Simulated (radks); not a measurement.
The numbers below are computed, except where a source is named.
Correlation energies from several functionals, in hartree. Species: N [He] 2s2 2p3; Re [Xe] 4f14 5d5 6s2; Xe [Xe]. Code: a radial shooting solver on a logarithmic mesh with Libxc functionals. Model: non-relativistic Kohn-Sham, PBE, spin-polarised, spherical densities, point nucleus. Every spin shell is full or empty, so the densities are truly spherical. Functionals are evaluated on that one density, not self-consistently.

functional,N,Re,Xe
PW92,-0.42616,-7.6678,-5.1784
VWN5,-0.42858,-7.7000,-5.2004
PZ,-0.42060,-7.6677,-5.1791
Chachiyo,-0.41254,-7.5774,-5.1111
LYP,-0.19242,-3.9926,-2.7456
PW91,-0.19689,-4.8066,-3.1476
OP (B88),-0.19313,-3.8993,-2.6664
TPSS,-0.18346,-4.4725,-2.9189
SCAN,-0.18043,-4.5381,-2.9061
r2SCAN,-0.18149,-4.5552,-2.9247
B95,-0.19051,-5.5422,-3.5543
